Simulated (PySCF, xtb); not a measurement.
Se(Et)(OMe) (C3H8OSe), SMILES O([Se]CC)C. One conformer was computed; it need not be the lowest.

Harmonic wavenumbers (cm⁻¹) from xtb 6.7.1 with GFN2-xTB at its own minimum, in rising order: 54, 83, 110, 177, 242, 266, 284, 516, 533, 741, 977, 1001, 1021, 1070, 1133, 1139, 1217, 1222, 1399, 1405, 1426, 1466, 1484, 1489, 1500, 2937, 2951, 2972, 2974, 2984, 3015, 3028, 3036.

Question: What does PySCF with TPSSh-D3(BJ)/def2-SVP give at its own minimum? (Estimate from the structure and the level; the computed values follow.)

Answer: 63, 96, 141, 196, 270, 300, 313, 554, 584, 730, 966, 1005, 1059, 1065, 1168, 1183, 1247, 1266, 1396, 1448, 1457, 1471, 1479, 1494, 1504, 2995, 3030, 3047, 3072, 3109, 3111, 3115, 3139. Paired by order, the mean absolute difference is 39 cm⁻¹ and the zero-point energies are 65.5 and 67.3 kcal/mol.
